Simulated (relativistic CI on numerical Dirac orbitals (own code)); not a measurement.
## Rh33+: sensitivity of the levels to the model

Base calculation: Dirac-Coulomb-Breit CI, separate exchange-only KLI orbitals for each configuration, QED by a radiative potential, unscaled Slater integrals.

Configuration list (outside the closed core [Ne]): 3s2, 3s.3p, 3p2, 3s.3d, 3d2, 3p.3d, 3p.4s, 3d.4s, 3s.4s, 3s.4p, 3s.4d, 3s.4f, 3s.5s, 3s.5p, 3s.5d, 3s.5f, 4s2, 3s.5g, 3s.6s, 3s.6p, 3s.6d. Levels of other configurations are missing.

The lowest level and the first level of each name with at least 55 % of one term (blank where a level has no safe partner in the second run):

| Level | Base (eV) | Shift (eV) |
| --- | --- | --- |
| 3s2 1S_0 | 0.000 | 0.000 |
| 3s.3p 3P°_0 | 66.551 | +0.228 |
| 3s.3p 3P°_1 | 72.305 | -0.088 |
| 3s.3p 3P°_2 | 102.625 | +0.245 |
| 3s.3p 1P°_1 | 125.179 | -2.007 |
| 3p2 3P_0 | 160.539 | -0.632 |
| 3p2 1D_2 | 189.302 | +0.356 |
| 3p2 3P_1 | 190.185 | -0.076 |
| 3s.3d 3D_1 | 217.827 | -0.348 |
| 3s.3d 3D_3 | 225.362 | -0.344 |
| 3p2 1S_0 | 242.547 | -1.755 |
| 3s.3d 1D_2 | 248.555 |  |
| 3p.3d 3F°_2 | 289.648 | +0.367 |
| 3p.3d 3F°_3 | 304.955 | -0.077 |
| 3p.3d 3D°_1 | 307.062 | -1.296 |
| 3p.3d 3F°_4 | 333.085 | +0.372 |
| 3p.3d 3D°_3 | 337.558 | -0.787 |
| 3p.3d 3P°_0 | 338.069 | -0.913 |
| 3p.3d 3P°_1 | 338.322 | -0.911 |
| 3p.3d 1F°_3 | 356.139 | -2.287 |
| 3p.3d 1P°_1 | 361.449 | -2.883 |
| 3d2 3F_2 | 441.007 | -0.188 |

At this charge energies of transitions that change n are usually good to better than 1 %, and those within a shell (Δn = 0) to a few per cent.

One thing was changed in a second run, which moved the levels as shown. Which?
A. one mean potential for all configurations
B. Breit term removed
C. configuration mixing switched off
D. QED terms removed
E. valence Slater integrals scaled by 0.9

E. Valence Slater integrals scaled by 0.9. Scaling acts on the splittings between terms and on the mixing, and leaves the fine structure of pure LS terms nearly alone; in jj coupling it moves the levels of one term differently.

LS names give the leading component of a level, which can be under half, so a name can repeat, a term be missing and a line seem to break the LS rules.
